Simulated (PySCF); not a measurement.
Pm²⁺ (promethium, charge +2) across methods

[Xe] 4f4 6s1, one real determinant (an excited configuration). Calculation: PySCF 2.14, in cc-pVDZ-X2C; the spin-free X2C one-electron Hamiltonian (Gaussian nucleus).

| method | E (hartree) | mean ε 5p β (eV) | mean ε 4f α (eV) | mean ε 6s α (eV) | Σ⟨r²⟩ (bohr²) | ⟨S²⟩ |
| --- | --- | --- | --- | --- | --- | --- |
| PBE | -10018.78 | -40.508 | -25.411 | -15.855 | 52.96 | 8.751 |
| r2SCAN | -10019.14 | -41.155 | -26.129 | -15.940 | 53.11 | 8.752 |
| LDA | -10011.22 | -40.749 | -25.467 | -16.118 | 52.87 | 8.751 |
| PBE0 | -10018.77 | -42.365 | -28.342 | -16.384 | 53.04 | 8.751 |

Estimate the same row for UHF.

E (hartree) = -10015.47813; mean ε 5p β (eV) = -46.514; mean ε 4f α (eV) = -36.299; mean ε 6s α (eV) = -17.551; Σ⟨r²⟩ (bohr²) = 53.67; ⟨S²⟩ = 8.752.

⟨L²⟩ = 34.00 against 42 for a pure I term, so this real determinant mixes terms. Spin-orbit coupling, absent here, splits the open shell strongly.
